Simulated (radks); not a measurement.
Results of a calculation; reference values are marked as such.
Question: The technetium ion Tc2+, [Kr] 4d5. Level of theory: non-relativistic Kohn-Sham, exchange-only PBE, spin-polarised, spherical densities, point nucleus (a radial shooting solver on a logarithmic mesh with Libxc functionals). Every spin shell is full or empty, so the densities are truly spherical. Functionals are evaluated on that one density, not self-consistently. Rank these orbital-free kinetic functionals by their error against the exact value of the orbitals, and give that value: Thomas-Fermi, von Weizsacker, TF + vW, TF + vW/5, APBEK, revAPBEK, Perdew 92, Thakkar, Pearson, LKT, PG1, DePristo-Kress, Ernzerhof.

Answer: Exact: 4203.51 hartree. From best to worst, with 100 (|E| - |E exact|)/|E exact| (equal figures are ties): DePristo-Kress -0.06, APBEK +0.14, revAPBEK +0.34, Ernzerhof -0.37, Thakkar -0.51, Perdew 92 -0.66, Pearson -0.96, TF + vW/5 +3.21, Thomas-Fermi -5.53, PG1 +16.05, LKT +20.37, TF + vW +38.18, von Weizsacker -56.28.
